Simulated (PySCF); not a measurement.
5,5-difluorocyclopenta-1,3-diene (C5H4F2), SMILES FC1(C=CC=C1)F. Atoms are numbered in the order given.

```xyz
11

F      1.0999     0.0000    -1.4052
C      0.0000     0.0000    -0.5830
F     -1.0999     0.0000    -1.4052
C      0.0000    -1.2030     0.3540
C      0.0000    -0.7469     1.6243
C      0.0000     0.7469     1.6243
C      0.0000     1.2030     0.3540
H      0.0000    -2.2377    -0.0103
H      0.0000    -1.3601     2.5363
H      0.0000     1.3601     2.5363
H      0.0000     2.2377    -0.0103
```
Charge 0, spin multiplicity 1.

Geometry: PBE-D3(BJ)/def2-SVP. Other conformers were not sampled.

Calculation: B3LYP/def2-TZVP in PySCF.

| Item | Result |
|---|---|
| total energy | -392.73262 hartree |
| point group | C2v |
| highest occupied level | -6.81 eV |
| lowest empty level | -2.18 eV |
| orbital gap | 4.63 eV |
| dipole moment | 2.57 D |
| quadrupole, principal values (traceless, Buckingham form, about the centre of nuclear charge) | -7.65, 1.36, 6.29 D·Å |
| mean static polarisability | 54.8 bohr³ (8.12 Å³) |
| polarisability, principal values | 38.8, 59.3, 66.3 bohr³ |
